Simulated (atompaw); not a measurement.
## Pseudopotential generation for As: PAW (atompaw), PBEsol, scalar-relativistic.

* Element: As
* Generator: atompaw 4.2.0.5
* Type: PAW
* Functional: PBEsol
* Relativity: scalar-relativistic
* Frozen core: [Ar]
* Valence charge: 15
* Reference configuration: 3d10 4s2 4p2 (charge +1)
* Partial waves: 4s (bound): rc 1.45 bohr; 4s channel at 0.9 Ry: rc 1.45 bohr; 4p (bound): rc 1.45 bohr; 4p channel at -0.6 Ry: rc 1.45 bohr; 3d (bound): rc 1.45 bohr; 3d channel at -1.95 Ry: rc 1.05 bohr
* Local potential: troulliermartins scheme with l = 3 at 1 Ry, radius 1.45 bohr
* Core correction: smooth core density matched at 1.40 bohr
* Augmentation charge: sinc compensation charge, radius 1.40 bohr; PAW radius 1.45 bohr; waves and projectors: custom polynom2 7 10 vanderbiltortho

All-electron outer shells of the reference configuration (PBEsol, scalar-relativistic, ld1.x):

| shell | level (eV) | outermost node (bohr) | outermost maximum (bohr) |
| --- | --- | --- | --- |
| 3p | -143.25 | 0.22 | 0.52 |
| 3d | -50.41 | – | 0.47 |
| 4s | -23.38 | 0.73 | 1.59 |
| 4p | -13.36 | 0.78 | 1.90 |

Calculated quality:

```
Cutoffs needed                                           : 260 Ry and over 300 Ry (the cutoffs (Ry, on a coarse ladder) from which the occupation-weighted sum of valence levels, in a spherical-Bessel basis at the reference potential, stays within 10 and 1 mRy of its value at 400 Ry)
Ghost test                                               : ghost states, extra bound levels that the all-electron valence spectrum of the same l lacks: s at -565.8 eV, p at -97.7 eV; a true bound ghost makes a file unfit for plane-wave use (spherical-Bessel basis up to 400 Ry, 20 bohr box)
Lowest eigenvalue of the overlap operator                : 0.07 (s channel)
Overlap eigenvalues printed by atompaw (projector basis) : 0.16, 1.63, 12.2, 529, 2.13e+04, 1.09e+05
Share of each valence orbital outside the PAW sphere     : 4s 72 %, 4p 85 %, 3d 3 %
```

Generation and tests took about 3.8 s on one core of a shared server CPU.
